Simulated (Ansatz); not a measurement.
The cluster Na₆Pt⁻. Charge -1, multiplicity 2. Geometry PBE0-D4/def2-SVPD.

Cartesian coordinates in Å:
```
Pt -1.099 1.553 0.451
Na -1.374 -0.330 -1.573
Na -2.105 -0.595 1.855
Na 0.824 2.397 -1.332
Na 0.233 -2.859 0.609
Na 2.320 -0.729 -1.655
Na 1.201 0.563 1.645
```

In the def2 sets Pt takes a core potential; there is no spin–orbit coupling. LC-ωPBE has ω = 0.4 bohr⁻¹. At PBE-D4/def2-TZVPD, r2SCAN-D4/def2-TZVPD the highest occupied level of the charge -1 doublet lies above zero (up to 0.18 eV). It is a level of α spin, whose loss leaves a singlet; that state wasn't run at this geometry and level. The electron is either unbound and held by the finite basis, or the level is raised by self-interaction error. At r2SCAN-D4/def2-TZVPD, LC-ωPBE/def2-TZVPD the charge -1 doublet is spin-contaminated (final ⟨S²⟩ up to 1.20, 0.75 for a pure state). No other spin state of charge -1 was run. Another isomer (doublet) lies 0.42 eV lower at PBE0-D4/def2-TZVPD; other spin states weren't run for this one.

(1) Estimate the α-spin orbital energies around the gap (eV) in Ansatz with PBE-D4/def2-TZVPD, r2SCAN-D4/def2-TZVPD, BHLYP-D4/def2-TZVPD, CAM-B3LYP-D4/def2-TZVPD, LC-ωPBE/def2-TZVPD.

## Answers

(1) 
```tsv
orbital	PBE-D4/def2-TZVPD	r2SCAN-D4/def2-TZVPD	BHLYP-D4/def2-TZVPD	CAM-B3LYP-D4/def2-TZVPD	LC-ωPBE/def2-TZVPD
HOMO−13	-24.59	-25.71	-31.51	-29.53	-30.34
HOMO−12	-24.59	-25.71	-31.50	-29.53	-30.34
HOMO−11	-24.59	-25.70	-31.50	-29.53	-30.34
HOMO−10	-24.55	-25.65	-31.47	-29.49	-30.28
HOMO−9	-24.54	-25.65	-31.47	-29.49	-30.28
HOMO−8	-2.13	-2.33	-3.34	-3.85	-5.07
HOMO−7	-0.92	-1.04	-2.97	-3.10	-4.48
HOMO−6	-0.85	-0.98	-2.91	-3.04	-4.40
HOMO−5	-0.81	-0.93	-2.89	-3.01	-4.38
HOMO−4	-0.78	-0.88	-2.84	-2.98	-4.33
HOMO−3	-0.75	-0.85	-2.73	-2.86	-4.22
HOMO−2	-0.38	-0.45	-1.15	-1.53	-2.37
HOMO−1	-0.11	-0.15	-0.75	-1.05	-1.83
HOMO	0.18	0.05	-0.38	-0.68	-1.43
LUMO	0.84	0.94	1.56	1.65	1.99
LUMO+1	1.02	1.20	1.76	1.85	2.17
LUMO+2	1.11	1.30	1.81	1.89	2.22
LUMO+3	1.25	1.39	1.84	1.93	2.24
LUMO+4	1.36	1.41	1.90	1.96	2.29
LUMO+5	1.46	1.54	2.05	2.15	2.38
β HOMO	-0.06	-0.09	-0.69	-1.00	-1.71
β LUMO	0.57	0.80	1.44	1.56	2.00
```
